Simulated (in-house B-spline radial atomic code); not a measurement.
Values are calculated unless marked as measured or tabulated.
**Two electrons in Si: a parabolic dot with ħω = 10.6 meV in all three directions with a doubly ionised double donor at its centre**

For Si the NSM archive of the Ioffe Institute lists m_l = 0.98 m0, m_t = 0.19 m0 and ε = 11.7; the model takes one isotropic valley with the conductivity mass 3/(1/m_l + 2/m_t) = 0.26 m0, and so misses anisotropy and the other valleys. All triplets below are those of one valley; with several valleys two electrons can form a triplet in the 1s orbital itself, at an energy set by the valley splitting. Real donors also feel a central-cell potential, which shifts the ground state; some double donors stay shallow and helium-like, others are deep centres that this model can't describe.

Effective-mass model with parabolic bands, a uniform dielectric constant, no image charges, no central-cell or spin-orbit terms. Two-electron levels come from full CI in B-splines with partial waves to l = 5 (up to 0.001 effective hartree above the limit).

Question: What are the effective units, and what is the potential in them?

Answer: Ha* = 27211.386 meV × 0.26/11.7² = 51.68 meV and a* = 0.0529177 nm × 11.7/0.26 = 2.381 nm. The frequency is ω = 0.206 Ha*, with −2/r added.

In these units the lowest s and p orbitals lie at -1.9843 and -0.3754, and their Coulomb and exchange integrals are J_ss = 1.2621, J_sp = 0.5649 and K_sp = 0.04836. Full CI gives -2.8548 for the ground singlet, -1.8891 for the sp triplet, -1.8469 for the sp singlet and -1.9008 for the lowest triplet of two s orbitals.

Question: What does it cost to add the second electron, to first order and exactly?

Answer: To first order E = 2ε_s + J_ss = -2.7065, so the charging energy E(2) − 2E(1) is J_ss = 65.23 meV. CI gives -2.8548 − 2 × (-1.9843) = 1.1138, or 57.57 meV: relaxation and correlation lower it by 7.665 meV, 11.8 % of J_ss. The s² configuration of one-electron orbitals holds 93.5 % of the state, and the mean radius is 2.15 nm.

Question: How far above the singlet do the triplets lie?

Answer: To first order the sp triplet lies at ε_s + ε_p + J_sp − K_sp = -1.8431, which is 44.62 meV above 2ε_s + J_ss. CI gives -1.8891 − (-2.8548) = 0.9656, or 49.91 meV, 60 % of the orbital spacing of 83.16 meV. The ss triplet lies 49.31 meV up, so the lower of the two is the ss one, and its gap equals k_BT at 572 K. The sp singlet-triplet splitting is 2.184 meV, against 2K_sp = 4.999 meV.
